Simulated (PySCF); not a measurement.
**Electron correlation in B (boron, neutral)**

[He] 2s2 3s1, 2S determinant (an excited configuration). Calculation: PySCF 2.14, in aug-cc-pCVTZ-DK (7s6p4d2f, 59 functions); scalar relativity by spin-free X2C-1e. Frozen: 1s2; 3 electrons correlated.

```
  level  correlation energy (mhartree)
   CCSD                         -68.38
    (T)                          -0.82
CCSD(T)                         -69.20
```

Diagnostics: T1 = 0.017, D1 = 0.0371, largest double amplitude 0.139.

The outer electron is Rydberg-like, and this basis confines it to a smaller radius and binds it less than a complete one would.

Cost of the coupled-cluster step: roughly 4 core-seconds, for 3 correlated electrons.
